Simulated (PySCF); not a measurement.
Vertical excitations of a molecule GeH6OSi from TDDFT-PBE0/def2-SVPD (PySCF), as energy in eV (oscillator strength): 6.60 (0.001), 6.90 (0.004), 7.55 (0.043), 7.86 (0.078), 7.92 (0.002), 7.99 (0.011), 8.09 (0.029), 8.27 (0.021), 8.49 (0.030), 8.55 (0.017). Lowest triplet (TDA): 6.24 eV. Geometry optimised at B3LYP-D3(BJ)/def2-SVP. One conformer was computed; it need not be the lowest.

Problem. Pick the molecule that these values belong to.
(A) [SiH3][O][GeH3]
(B) [OH][GeH2][SiH3]
(C) O[SiH2][GeH3]

Solution. A, [SiH3][O][GeH3]
